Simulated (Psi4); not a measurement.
AlI₃, charge +1, doublet, at a GFN2-xTB geometry (such geometries of metal compounds can be far from the true shape) (a state made from the parent by changing its charge; the spin is typed, not shown lowest) (core potentials on I), with bond 3-1 at 1.8 times its length; HF/def2-SVP (Psi4 1.11).

Input for Psi4:
```
memory 2 GB

molecule {
1 2
Al   -0.00000000   -0.00000000    0.00000000
I    -2.07224778   -1.45191554   -0.05314985
I     0.01196804    4.03093769   -2.12224037
I     2.06559887   -0.78749429    1.23217228
}

set {
  basis def2-svp
  reference uhf
  stability_analysis check
  scf_type pk
}

energy('scf')
print_variables()
```

Question: Predict the main parts of the log of this Psi4 run.

Answer: 
```
   => Loading Basis Set <=

    Name: DEF2-SVP
    Role: ORBITAL
    Keyword: BASIS

    !!!  WARNING: ECP capability is in beta. Please check occupations closely.  !!!

         ---------------------------------------------------------
                                   SCF
               by Justin Turney, Rob Parrish, Andy Simmonett
                          and Daniel G. A. Smith
                              UHF Reference
         ---------------------------------------------------------

  ==> Geometry <==

    Molecular point group: cs
    Full point group: Cs

    Geometry (in Angstrom), charge = 1, multiplicity = 2:

       Center              X                  Y                   Z               Mass
    ------------   -----------------  -----------------  -----------------  -----------------
         AL          -0.630220700097     0.001753999771     0.000000000000    26.981538530000
         I           -1.889530231742     2.197029382741     0.000000000000   126.904471900000
         I            3.925253516327    -0.010924572670     0.000000000000   126.904471900000
         I           -1.901730180579    -2.186477733198     0.000000000000   126.904471900000

  Running in cs symmetry.

  Rotational constants: A =      0.01383  B =      0.00586  C =      0.00411 [cm^-1]
  Rotational constants: A =    414.49899  B =    175.59621  C =    123.34358 [MHz]
  Nuclear repulsion =  355.460783116595053

  Charge       = 1
  Multiplicity = 2
  Electrons    = 87
  Nalpha       = 44
  Nbeta        = 43

  ==> Algorithm <==

  SCF Algorithm Type is PK.
  DIIS enabled.
  MOM disabled.
  Fractional occupation disabled.
  Guess Type is SAD.
  Energy threshold   = 1.00e-06
  Density threshold  = 1.00e-06
  Integral threshold = 1.00e-12

  ==> Primary Basis <==

  Basis Set: DEF2-SVP
    Blend: DEF2-SVP
    Number of shells: 38
    Number of basis functions: 96
    Number of Cartesian functions: 103
    Spherical Harmonics?: true
    Max angular momentum: 2

  Core potential: DEF2-SVP
    Number of shells: 12
    Number of ECP primitives: 87
    Number of ECP core electrons: 84
    Max angular momentum: 3

  ==> Integral Setup <==

  Using in-core PK algorithm.
   Calculation information:
      Number of atoms:                   4
      Number of AO shells:              38
      Number of primitives:             87
      Number of atomic orbitals:       103
      Number of basis functions:        96

      Integral cutoff                 1.00e-12
      Number of threads:                 1

  Performing in-core PK
  Using 21682992 doubles for integral storage.
  We computed 162945 shell quartets total.
  Whereas there are 274911 unique shell quartets.

  ==> DiskJK: Disk-Based J/K Matrices <==

    J tasked:                  Yes
    K tasked:                  Yes
    wK tasked:                  No
    Schwarz Cutoff:          1E-12

  Minimum eigenvalue in the overlap matrix is 2.0093488426E-02.
  Reciprocal condition number of the overlap matrix is 5.7166289606E-03.
    Using symmetric orthogonalization.

  ==> Pre-Iterations <==

  SCF Guess: Superposition of Atomic Densities via on-the-fly atomic UHF (no occupation information).

   -------------------------
    Irrep   Nso     Nmo
   -------------------------
     A'        67      67
     A"        29      29
   -------------------------
    Total      96      96
   -------------------------

  ==> Iterations <==

                        Total Energy        Delta E     RMS |[F,P]|

   @UHF iter SAD: -1121.05709926831560   -1.12106e+03   0.00000e+00
   @UHF iter   1: -1131.41328098040663   -1.03562e+01   7.55030e-03 DIIS/ADIIS
   @UHF iter   2: -1131.56857333765356   -1.55292e-01   3.66474e-03 DIIS/ADIIS
   @UHF iter   3: -1131.60589415828440   -3.73208e-02   6.05499e-04 DIIS/ADIIS
   @UHF iter   4: -1131.60767628479334   -1.78213e-03   1.90289e-04 DIIS/ADIIS
   @UHF iter   5: -1131.60796514399931   -2.88859e-04   5.01399e-05 DIIS
   @UHF iter   6: -1131.60800082689457   -3.56829e-05   1.45270e-05 DIIS
   @UHF iter   7: -1131.60800456334528   -3.73645e-06   4.38026e-06 DIIS
   @UHF iter   8: -1131.60800485680238   -2.93457e-07   1.36987e-06 DIIS
   @UHF iter   9: -1131.60800489749863   -4.06962e-08   4.19393e-07 DIIS
  Energy and wave function converged.

    Wavefunction stable under totally symmetric rotations.
    Lowest totally symmetric eigenvalue: 0.010985
    Lowest UHF->UHF stability eigenvalues:
     App 0.000183        Ap 0.010985

    Stability analysis over.

  ==> Post-Iterations <==

   @Spin Contamination Metric:   6.936716967E-03
   @S^2 Expected:                7.500000000E-01
   @S^2 Observed:                7.569367170E-01
   @S   Expected:                5.000000000E-01
   @S   Observed:                5.000000000E-01

    Orbital Energies [Eh]
    ---------------------

    Alpha Occupied:

[...]
    Alpha Virtual:

[...]
      67Ap    56.408896

    Beta Occupied:

[...]
      13App   -0.505729

    Beta Virtual:

[...]
    Final Occupation by Irrep:
             Ap   App
    DOCC [    30,   13 ]
    SOCC [     1,    0 ]
    NA   [    31,   13 ]
    NB   [    30,   13 ]

  @UHF Final Energy: -1131.60800489749863

   => Energetics <=

    Nuclear Repulsion Energy =            355.4607831165950529
    One-Electron Energy =               -2583.7861867185438314
    Two-Electron Energy =                1096.7173987044502610
    Total Energy =                      -1131.6080048974986312

  UHF NO Occupations:
  HONO-2 :   29 Ap 1.9994122
  HONO-1 :   30 Ap 1.9971958
  HONO-0 :   31 Ap 1.0000000
  LUNO+0 :   32 Ap 0.0028042
  LUNO+1 :   33 Ap 0.0005878
  LUNO+2 :   14App 0.0000317
  LUNO+3 :   34 Ap 0.0000234

Computation Completed

Properties will be evaluated at   0.000000,   0.000000,   0.000000 [a0]

Properties computed using the SCF density matrix

 Multipole Moments:

 ------------------------------------------------------------------------------------
     Multipole            Electronic (a.u.)      Nuclear  (a.u.)        Total (a.u.)
 ------------------------------------------------------------------------------------

 L = 1.  Multiply by 2.5417464519 to convert [e a0] to [Debye]
 Dipole X            :          8.5830934           -9.1520221           -0.5689286
 Dipole Y            :         -0.0238790            0.0254715            0.0015925
 Dipole Z            :          0.0000000            0.0000000            0.0000000
 Magnitude           :                                                    0.5689309

 ------------------------------------------------------------------------------------

  Variable Map:
  ----------------------------------------------------------------------------
[...]
[...]
```
